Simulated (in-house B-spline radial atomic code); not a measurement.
Mn⁺. Computed with a B-spline radial atomic code. Model: all-electron spherical atom, spin shells full or empty, radial basis limit, no spin-orbit coupling, Breit or QED, empty-state partial waves extrapolated as (l+1/2)^-4, RPA, G0W0 and static COHSEX of the highest shell as one setting changes (uncorrelated shells keep exact exchange).

Empty levels are discrete states of a finite basis, so the steps are uneven.

Given: element Mn; charge 1; filled core Ar; hamiltonian one-electron scalar X2C; mean-field start PBE; highest l of empty states 9; nuclear rms radius 3.7057 fm; lowest nl shells left uncorrelated 0; highest mean-field shell 4s up; box radius 23.78 bohr.

Shell: 3d 5 0, 4s 1 0 (electrons up and down).

| highest empty level kept (hartree) | RPA correlation energy (hartree) | G0W0 level (eV) | G0W0 minus most complete (meV) | COHSEX level (eV) | linearised minus solved G0W0 (meV) |
| --- | --- | --- | --- | --- | --- |
| 1.33 | -0.242 | -16.043 | 390.9 | -17.054 | 9.3 |
| 2.67 | -0.35398 | -16.186 | 247.7 | -17.329 | 8.2 |
| 4.67 | -0.48291 | -16.274 | 159.9 | -17.516 | 7.7 |
| 8 | -0.65581 | -16.336 | 97.6 | -17.682 | 7.5 |
| 13.33 | -0.80566 | -16.371 | 62.6 | -17.777 | 7.4 |
| 24 | -0.9572 | -16.395 | 39.3 | -17.852 | 7.3 |
| 40 | ? | ? | ? | ? | ? |
| 80 | -1.2562 | -16.421 | 12.8 | -17.94 | 7.2 |
| 160 | -1.392 | -16.428 | 6.3 | -17.961 | 7.2 |
| 333.33 | ? | ? | ? | ? | ? |
| 800 | -1.5737 | -16.433 | 1 | -17.978 | 7.2 |
| 2666.7 | -1.6179 | -16.434 | 0 | -17.981 | 7.2 |

(1) What follows for highest empty level kept = 40?

(2) What follows for highest empty level kept = 333.33?

Results:

(1) RPA correlation energy -1.065 hartree; G0W0 level -16.408 eV; G0W0 minus most complete 25.6 meV; COHSEX level -17.893 eV; linearised minus solved G0W0 7.2 meV.

(2) RPA correlation energy -1.4958 hartree; G0W0 level -16.431 eV; G0W0 minus most complete 3 meV; COHSEX level -17.972 eV; linearised minus solved G0W0 7.2 meV.
